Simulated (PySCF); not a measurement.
Computed shifts of a molecule F2H6Si3, PySCF with PBE/pcSseg-1, GIAO, gas phase, equivalent atoms averaged, in ppm (number of nuclei): ¹⁹F: -160.0 (2). ²⁹Si: 59.1 (1), -117.1 (2). ¹H: 3.73 (6). References: ¹⁹F against CFCl3 (σ = 133.6 ppm); ²⁹Si against TMS (σ = 335.4 ppm); ¹H against TMS (σ = 31.49 ppm), references at their B3LYP-D3(BJ)/def2-TZVP geometries, non-relativistic. Geometry: ωB97X-D3(BJ)/def2-SVP. Other conformers were not sampled.

Question: Which molecule gave these data?
(A) F[Si](F)([SiH3])[SiH3]
(B) F[SiH](F)[SiH2][SiH3]
(C) F[SiH2][SiH2][SiH2]F
(D) F[SiH2][Si@H](F)[SiH3]

Answer: A, F[Si](F)([SiH3])[SiH3]
